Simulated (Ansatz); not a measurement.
Two members of one family (Series W(O)2X2), computed with Ansatz in the gas phase; def2 core potentials for W, no spin–orbit coupling. The two geometries come from different levels. Binding counts from free atoms in the multiplicity of their measured ground term, without zero-point energy. A dash marks a value that wasn't run or was left out as unsound. The structures are stationary points that may keep the symmetry of their start.

First: WO2Cl2 (singlet, charge 0, r2SCAN-D4/def2-SVP geometry).

```xyz
5

W    -0.066    0.003    0.042
O    -0.696    1.344    0.884
O    -1.171   -1.271    0.294
Cl    1.935   -0.568    0.957
Cl   -0.002    0.492   -2.177
```

```csv
level,HOMO (eV),LUMO (eV),gap (eV),binding per atom (eV)
PBE-D4/def2-SVP,-8.08,-3.89,4.19,–
B97M-V/def2-TZVP,-8.57,-3.97,4.59,4.81
PBE0-D4/def2-SVP,-9.79,-3.30,6.49,–
PBE0-D4/def2-TZVP,-9.73,-3.40,6.33,–
ωB97M-V/def2-TZVP,-12.07,-1.35,10.72,4.61
```

Metal–donor distances: 2 × O 1.70 Å, 2 × Cl 2.27 Å.

Second: WO2F2 (singlet, charge 0, PBE-D4/def2-SVP geometry).

```tsv
atom	x (Å)	y (Å)	z (Å)
W1	0.0092	-0.0171	-0.0076
O2	-1.6403	0.4318	-0.1507
O3	0.7500	1.2366	0.8997
F4	0.7698	-0.0457	-1.7184
F5	0.1113	-1.6057	0.9770
```

Q: Estimate the same table for the second.

A: 
```tsv
level	HOMO (eV)	LUMO (eV)	gap (eV)	binding per atom (eV)
PBE-D4/def2-SVP	-8.04	-3.42	4.62	–
B97M-V/def2-TZVP	-8.60	-3.49	5.11	5.33
PBE0-D4/def2-SVP	-9.79	-2.79	6.99	–
PBE0-D4/def2-TZVP	-9.82	-2.85	6.97	–
ωB97M-V/def2-TZVP	-12.16	-0.66	11.50	5.16
```

Metal–donor distances: 2 × O 1.71 Å, 2 × F 1.87 Å.
